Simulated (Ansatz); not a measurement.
Ansatz results at the PBE0-D4/def2-TZVP geometry: size of the dipole moment (PBE/def2-TZVPP) 2.52 D; HOMO energy (PBE/def2-TZVPP) -5.72 eV; LUMO energy (PBE0/def2-TZVPP) -0.08 eV.

Which molecule gave them?
A. `CO[CH2][AlH2]`
B. `N=C([SiH3])S[SiH3]`
C. `C1N[SiH2]S[SiH2]1`
D. `F[C]1=[CH][GeH]1[SiH3]`

C. The others give `CO[CH2][AlH2]`: 1.32, -5.87, -1.35; `N=C([SiH3])S[SiH3]`: 1.48, -6.28, -1.07; `F[C]1=[CH][GeH]1[SiH3]`: 1.36, -6.36, -0.72.
